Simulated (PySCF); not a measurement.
Below is a simulated gas-phase C 1s photoelectron spectrum of SiH3(NHEt), `[H][Si]([H])([H])NCC`.

Every computed line was given a Gaussian of 0.5 eV full width at half maximum and an area set by the number of equivalent atoms; the highest printed point is 100. The calculation used PySCF, delta-SCF UKS SCAN, pcX-2 on the ionised atom, pcseg-1 elsewhere, spin-free X2C.

binding energy (eV), intensity and a bar:
```
    289.9          0 
    290.0          2 
    290.1          6 ##
    290.2         17 #####
    290.3         37 ###########
    290.4         65 ###################
    290.5         90 ###########################
    290.6        100 ##############################
    290.7         89 ###########################
    290.8         64 ###################
    290.9         37 ###########
    291.0         18 #####
    291.1         12 ####
    291.2         18 #####
    291.3         37 ###########
    291.4         63 ###################
    291.5         89 ###########################
    291.6        100 ##############################
    291.7         90 ###########################
    291.8         65 ###################
    291.9         38 ###########
    292.0         17 #####
    292.1          6 ##
    292.2          2 
    292.3          0
```

Question: How many maxima does the curve show, and how many computed lines lie under it?

Answer: The curve has 2 maxima (at 290.6 and 291.6 eV). Under it lie 2 lines from 2 inequivalent carbon sites.

Question: Decompose the envelope and assign each component. Bonds: Si1–N5, N5–C6, C6–C7. Hydrogens: H2, H3, H4 on Si1; H8 on N5; H9, H10 on C6; H11, H12, H13 on C7.

Answer: 
```json
{"position (eV)": "290.60", "relative area": "1", "line": "C 1s", "atoms": "C7", "environment": "carbon bonded to C and 3 H"}
{"position (eV)": "291.60", "relative area": "1", "line": "C 1s", "atoms": "C6", "environment": "carbon bonded to C, N and 2 H"}
```

Question: What are the centre and the root-mean-square width of the whole band?

Answer: The area-weighted mean of the lines is 291.10 eV. Their own spread about it is 0.50 eV (rms) and each Gaussian has σ = 0.5/2.355 = 0.21 eV; the variances add, which gives 0.55 eV.

Question: Above which line width would these two lines show one maximum?

Answer: Two equal Gaussians merge once their distance is under 2σ = FWHM/1.177. With 1.01 eV between them that is a full width over 1.19 eV.

Lowest listed C 1s: C7, bonded to C and 3 H. Highest, 1.00 eV above it: C6, bonded to N, C and 2 H.

The curve has no shake-up lines and no vibrational structure. The structure is a single PBE0-D3(BJ)/def2-SVP conformer in the gas phase; no vibrational or solvent corrections.
